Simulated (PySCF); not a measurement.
Predicted microwave data (PBE0/pcSseg-1 in PySCF (dipole) on a GFN2-xTB geometry, gas phase) for one isomer of C5H14P2S:

* Rotational constants: A = 1265, B = 1107, C = 883.7 MHz
* Dipole components: |μa| = 2.11 D, |μb| = 2.65 D, |μc| = 1.56 D
* Inertial defect: -284.17 u·Å²
* κ: 0.17

Question: Which structure is it? (One computed conformer of each.)
A. `[CH3:1][C:2]([CH3:3])([CH3:4])[P@:5]([CH3:6])([PH2:7])=[S:8]` with C2–P5–P7–H 171° and -97°
B. `[CH3:1][CH2:2][P@@:3]([PH2:4])(=[S:5])[CH:6]([CH3:7])[CH3:8]` with C1–C2–P3–P4 51°, C2–P3–P4–H 151° and 58°, C2–P3–C6–C7 -65°
C. `[CH3:1][CH2:2][P@@:3]([CH3:4])(=[S:5])[P:6]([CH3:7])[CH3:8]` with C1–C2–P3–C4 60°, C2–P3–P6–C7 -173°

Answer: A. It is CC(C)(C)[P@](C)(P)=S, an asymmetric top, point group C1. The candidates at the same level (rigid rotor, commonest isotopes):

```tsv
SMILES	A (MHz)	B (MHz)	C (MHz)	μa (D)	μb (D)	μc (D)	Δ (u·Å²)	point group	rotor
CC[P@@](C)(=S)P(C)C	1236	1083	848.5	0.42	3.29	1.20	-279.76	C1	asymmetric top
CC(C)(C)[P@](C)(P)=S	1265	1107	883.7	2.11	2.65	1.56	-284.17	C1	asymmetric top
CC[P@@](P)(=S)C(C)C	1142	1003	924.9	1.82	3.00	1.51	-400.10	C1	asymmetric top
```

`CC[P@@](C)(=S)P(C)C` has C 4 % too low; `CC[P@@](P)(=S)C(C)C` has A 10 % too low. No structure here is proved a minimum.
